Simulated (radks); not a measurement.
Spherical quantum dot in the effective-mass picture: electrons in a hard-walled sphere of radius 3.67, with a point charge +1 (a donor) at the centre, all in effective atomic units (hartree* = m*/eps^2 hartree, bohr* = eps/m* bohr), one dielectric constant everywhere. Method: non-relativistic Kohn-Sham, r2SCAN, spin-polarised, spherical densities, generalised Kohn-Sham scheme; computed with a radial shooting solver with Libxc functionals. Levels are named by radial order and angular momentum (1s, 1p, 1d, 2s, ...), and open shells are averaged over m.

N = 25, configuration 1s2 1p6 1d10 2s(up 1, down 0) 1f(up 6, down 0). This is the lowest configuration that the search found. Occupied and some empty levels:

level    occupation  eigenvalue (hartree*)  <r> (bohr*)
1s up             1                 8.5239        2.404
1s down           1                 8.6133        2.424
1p up             3                 8.7423        2.579
1p down           3                 8.8296        2.558
1d up             5                 9.0878        2.662
1d down           5                 9.1869        2.648
2s up             1                 9.4740        1.347
1f up             6                 9.5603        2.728
1f down           0                 9.6725        2.720
2s down           0                 9.7647        1.446
1g up             0                 10.151        2.784
1g down           0                 10.276        2.780
2p up             0                 10.509        1.822
2p down           0                 10.620        1.885
2d up             0                 11.378        2.067
2d down           0                 11.447        2.081

Energy (hartree*): total 121.819, kinetic 34.140, external -10.759, Hartree 110.43, exchange-correlation -11.992.
